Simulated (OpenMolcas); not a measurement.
# Ag2+: moving or changing the point charges

Ag2+ among 5 point charges of -1.5 e arranged as a trigonal bipyramid (D3h), 2.11 Å from the ion, with the axial distance 2.384 Å.
```
   2.1100    0.0000    0.0000  -1.50
  -1.0550    1.8273    0.0000  -1.50
  -1.0550   -1.8273    0.0000  -1.50
   0.0000    0.0000    2.3843  -1.50
   0.0000    0.0000   -2.3843  -1.50
```

```
Program             : OpenMolcas
Method              : CASSCF
Basis               : ANO-RCC-VTZP [7s6p4d2f1g]
Scalar Hamiltonian  : DKH2, point nucleus
Active space        : 9 electrons in 5 orbitals (4d)
State averaging     : 2S+1 = 2 even, 5 roots
Spin-orbit coupling : RASSI with atomic mean-field integrals over the reference wave functions
```

Runs around this geometry, states (labels of D3, the rotations of D3h). Energies in cm-1 above the lowest state or level, χT in cm3 K/mol.

```json
{"R (Å)": "2.11", "q (e)": "-1.5", "Axial / equatorial distance": "1.04", "Ground state": "2A1", "First state of that spin": "2E 3458", "First gap with spin-orbit (degeneracies)": "2570 (2, 2)", "χT at 300 K": "0.914"}
{"R (Å)": "2.11", "q (e)": "-0.98", "Axial / equatorial distance": "1.13", "Ground state": "2A1", "First state of that spin": "2E 668.1", "First gap with spin-orbit (degeneracies)": "126.4 (2, 2)", "χT at 300 K": "1.234"}
{"R (Å)": "1.91", "q (e)": "-1.5", "Axial / equatorial distance": "1.13", "Ground state": "2A1", "First state of that spin": "2E 2089", "First gap with spin-orbit (degeneracies)": "1139 (2, 2)", "χT at 300 K": "0.892"}
{"R (Å)": "2.11", "q (e)": "-1.5", "Axial / equatorial distance": "1.13", "Ground state": "2A1", "First state of that spin": "2E 1132", "First gap with spin-orbit (degeneracies)": "405.5 (2, 2)", "χT at 300 K": "1.064"}
{"R (Å)": "2.33", "q (e)": "-1.5", "Axial / equatorial distance": "1.13", "Ground state": "2A1", "First state of that spin": "2E 585.2", "First gap with spin-orbit (degeneracies)": "69.9 (2, 2)", "χT at 300 K": "1.262"}
```

Taking the first state of the same spin as R^-n, n = -ln(585.2 / 2089) / ln(2.33 / 1.91) = 6.4 between the shortest and longest distance.

Scaling the charges by -0.98 / -1.5 = 0.65 scales the first state of the same spin by 668.1 / 1132 = 0.59; with fixed orbitals a first-order splitting would follow the charge.

The ground term spreads over less than 5000 cm-1, several times less than with real ligands, so orbital moments are less quenched and χT lies further from the spin-only value than at real sites. This is an electrostatic model: the charges have no orbitals. No measured value stands beside these numbers.
